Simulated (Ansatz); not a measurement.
The same path of C3H13BSi2 (19 atoms, charge 0, multiplicity 1) was run twice with different band settings.

These are results of RKS B3LYP-D4/6-31G* (Ansatz 0.2.0), not measurements.

Relaxed end points:

```xyz
19
Properties=species:S:1:pos:R:3
B -2.258 -0.628 0.396
C -0.870 -0.972 -0.166
C 0.088 -1.808 0.706
Si -0.143 0.812 -0.414
C 0.326 1.604 1.240
Si 1.734 0.625 -1.815
H -2.424 -0.522 1.580
H -3.174 -0.381 -0.336
H -0.920 -1.363 -1.192
H -0.246 -2.851 0.752
H 0.115 -1.432 1.734
H 1.117 -1.817 0.326
H -1.144 1.678 -1.104
H 1.070 0.998 1.770
H -0.548 1.712 1.892
H 0.756 2.599 1.082
H 2.774 -0.249 -1.201
H 1.354 0.031 -3.128
H 2.351 1.958 -2.065
```

```xyz
19
Properties=species:S:1:pos:R:3
B -2.217 -0.614 0.546
C -0.902 -0.961 -0.170
C 0.104 -1.867 0.566
Si -0.155 0.808 -0.442
C 0.227 1.676 1.198
Si 1.801 0.593 -1.728
H -2.277 -0.617 1.744
H -3.175 -0.249 -0.072
H -1.070 -1.300 -1.203
H -0.295 -2.883 0.671
H 0.305 -1.496 1.577
H 1.065 -1.950 0.044
H -1.120 1.635 -1.224
H 0.906 1.074 1.812
H -0.684 1.853 1.780
H 0.708 2.644 1.019
H 2.836 -0.215 -1.023
H 1.511 -0.069 -3.031
H 2.389 1.935 -2.008
```

Common settings: movable images 7; climbing image yes; spring 5.0 eV/Å²; optimiser quadratic models (default); start path through a guess of the saddle point; iteration limit 60; end points relaxed.

| run | force threshold |
| --- | --- |
| 1 | 0.03 eV/Å |
| 2 | 0.5 eV/Å |

What does each run give, and how far can it be trusted?

Run 1: converged after 22 iterations, highest image 0.002 eV above the first end. The highest image is an end point: on this band no image between the ends rises above it.
Run 2: converged after 12 iterations, highest image 0.011 eV above the first end. The threshold of 0.5 eV/Å is loose, so the images may lie well off the minimum-energy path. The order of the stationary point at the top wasn't checked.
